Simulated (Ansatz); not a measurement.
Abridged output of a molecular run in Ansatz:

```
Functional definition: HF
1999 factors; integrals over basis functions are off by at most 9.1e-4 eV
mean field evaluation 1: about -34015.3491 eV, gradient 8.1e1 eV
mean field evaluation 2: about -34015.8119 eV, gradient 8.1e1 eV
mean field evaluation 4: about -34027.5854 eV, gradient 1.3e1 eV
mean field evaluation 8: about -34027.9434 eV, gradient 1.4e0 eV
mean field evaluation 16: about -34027.9494 eV, gradient 1.8e-6 eV
mean field -34027.94936178 eV, -1250.5040740728 hartree, gradient 1.8e-6 eV, S^2 0.000000; 0 other end points of the search recorded, 0 dependent functions left out
14 core orbitals not correlated: weight in the atoms' cores, before any rotation towards them, 1.000 or more for the frozen orbitals, at most 0.000 for the correlated occupied ones
reference -34027.94936178 eV, -1250.5040740728 hartree; 27, 27 occupied and 279, 279 virtual orbitals, 1999 factors
second order -48.95915580 eV of doubles, -0.00000000 eV of singles
cycle   1  -45.78631416 eV  change     3.2e0 eV  update   3.1e-1
cycle   2  -47.74707083 eV  change    -2.0e0 eV  update   2.1e-1
cycle   3  -48.22101483 eV  change   -4.7e-1 eV  update   5.0e-2
cycle   4  -48.26179544 eV  change   -4.1e-2 eV  update   2.3e-2
cycle   5  -48.21871092 eV  change    4.3e-2 eV  update   8.6e-3
cycle   6  -48.21931021 eV  change   -6.0e-4 eV  update   4.4e-3
cycle   7  -48.22092398 eV  change   -1.6e-3 eV  update   1.7e-3
cycle   8  -48.22035681 eV  change    5.7e-4 eV  update   1.1e-3
cycle   9  -48.22036897 eV  change   -1.2e-5 eV  update   4.1e-4
cycle  10  -48.22129927 eV  change   -9.3e-4 eV  update   2.5e-4
cycle  11  -48.22094154 eV  change    3.6e-4 eV  update   1.1e-4
cycle  12  -48.22066838 eV  change    2.7e-4 eV  update   5.9e-5
cycle  13  -48.22082988 eV  change   -1.6e-4 eV  update   2.1e-5
cycle  14  -48.22076204 eV  change    6.8e-5 eV  update   1.1e-5
cycle  15  -48.22076864 eV  change   -6.6e-6 eV  update   5.7e-6
perturbative correction -2.57998251 eV, -0.0948126085 hartree
Total energy: -34078.75011293 eV, -1252.3709672436 hartree
```

Its atoms:

Cartesian coordinates in Å:
```
C -1.825 0.440 -0.220
O -0.843 -0.560 -0.232
W 1.001 -0.608 -0.153
O 1.294 -2.261 -0.077
O 0.782 0.151 1.580
Cl 1.075 0.119 -2.341
Cl 3.184 0.194 0.040
H -1.682 1.083 0.654
H -1.746 1.040 -1.132
H -2.807 -0.033 -0.175
H 1.568 0.435 2.055
```

Q: Which basis set was used?
A. def2-SVPD
B. cc-pV(Q+d)Z
C. def2-TZVPPD
D. def2-TZVPP

A: D. It gives 320 functions.

Q: Write the keys of the input that set method, charge and spin (a neutral closed shell needs none for the last two).

A: 
```yaml
correlation: {method: ccsd_t}
```
